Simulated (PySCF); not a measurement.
FIn, charge +1, multiplicity 2. Atoms are numbered in the order given.

```xyz
2

In     0.0000     0.0000    -0.2966
F      0.0000     0.0000     1.6149
```
Charge +1, spin multiplicity 2.

Coordinates come from a PBE0-D3(BJ)/def2-TZVP optimisation. The spin state was assumed, not searched. The def2 effective core potentials stand for the cores of In; spin–orbit coupling is left out.

All values below come from PySCF with IEF-PCM-ωB97X/def2-TZVPD.

The values are the electrostatic part of the solvation free energy, E(continuum) − E(gas) at the gas-phase geometry, in a cavity of scaled van der Waals radii (PySCF's table); cavitation and dispersion terms are not included. A continuum can't describe solvent molecules that bind to the metal.

Estimate the values in water (ε = 78.36), diethylether (ε = 4.24), methanol (ε = 32.61). (An estimate is asked for; the answer gives what the named calculation found.)


| solvent | ε | ΔG(elec) (kcal/mol) |
|---|---|---|
| water | 78.36 | -81.5 |
| diethylether | 4.24 | -61.7 |
| methanol | 32.61 | -79.9 |
